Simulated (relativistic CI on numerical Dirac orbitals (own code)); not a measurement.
# The 3d ions of charge 6+

These numbers are calculated, not measured: Dirac-Coulomb-Breit CI, separate exchange-only KLI orbitals for each configuration, model QED (radiative potential, 1s self-energy scaled to tabulated hydrogen-like ionisation energies), valence Slater integrals scaled by 0.75 (own radial code, finite nucleus).

Each species is treated in one configuration, given outside its closed core, with all valence electrons in the open shell. Radial values are for the open shell of highest l, unscaled and averaged over j; ζ includes the Breit term. Labels give the leading LS character, summed over repeated terms.

```
 Ion  Configuration  Its lowest level  LS weight (%)  F² (cm⁻¹)  F⁴ (cm⁻¹)    g_J  g√(J(J+1))  ζ (cm⁻¹)
Mn6+             3d            2D_3/2            100                        0.799        1.55     517.1
Fe6+            3d2                 ?              ?          ?          ?      ?           ?         ?
Co6+            3d3            4F_3/2            100     123800      78420  0.400        0.77     790.4
Ni6+            3d4              5D_0             99     128700      81440               0.00     961.2
Cu6+            3d5            6S_5/2            100     133600      84440  2.000        5.92      1158
Zn6+            3d6              5D_4             99     138400      87420  1.498        6.70      1382
```

Question: Fill in the row of Fe6+.

Answer: Its lowest level 3F_2; LS weight (%) 100; F² (cm⁻¹) 118900; F⁴ (cm⁻¹) 75370; g_J 0.667; g√(J(J+1)) 1.63; ζ (cm⁻¹) 643.1.
